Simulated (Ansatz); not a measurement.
The first iterations of a band of B₂ClH₂IO (7 atoms, charge 0, multiplicity 1).

All numbers below come from UKS PBE/def2-SVP in Ansatz 0.2.0.

```yaml
movable_images: 7
climbing_image: yes
spring: 5.0 eV/Å²
optimiser: quadratic models (default)
start_path: through a guess of the saddle point
force_threshold: 0.2 eV/Å
iteration_limit: 60
end_points: relaxed
```

First end point:

```xyz
7
Properties=species:S:1:pos:R:3
B 0.334 0.063 1.412
O 0.005 -0.058 0.108
B -0.306 -0.158 -1.187
Cl -1.137 -1.591 -1.792
I 0.222 1.451 -2.519
H -0.473 0.580 2.161
H 1.417 -0.355 1.772
```

Last end point:

```xyz
7
Properties=species:S:1:pos:R:3
B 0.227 -0.069 0.553
O -0.672 0.507 1.398
B -0.126 -0.272 -1.096
Cl -0.835 -1.720 -1.789
I 0.475 1.338 -2.400
H -0.329 0.581 2.307
H 1.321 -0.431 0.981
```

| iteration | highest image above the first end (eV) | largest band force component (eV/Å) |
| --- | --- | --- |
| 1 | 7.266 | 10.445 |
| 2 | 5.981 | 4.160 |
| 3 | 5.254 | 3.217 |
| 4 | 4.889 | 2.155 |
| 5 | 3.994 | 2.334 |

Problem. Does the band converge within its limit, and where does its top end?

Solution. It converged. It ended after 17 iterations with the highest image 4.768 eV above the first end. The threshold of 0.2 eV/Å is loose, so the images may lie well off the minimum-energy path. Neighbouring images differ by up to 2.3 eV, so the band resolves the path poorly. Another band between the same ends (7 images) ends at a top of the same energy, where a vibrational analysis finds 2 clearly imaginary modes. The orbitals stay closed-shell, which can raise the energy where a bond breaks towards radicals; this wasn't checked here.

Time of the run: 4.2 min on 2 threads of Intel(R) Xeon(R) Platinum 8375C CPU @ 2.90GHz (Ice Lake), with other jobs on the host, peak memory 0.25 GiB.
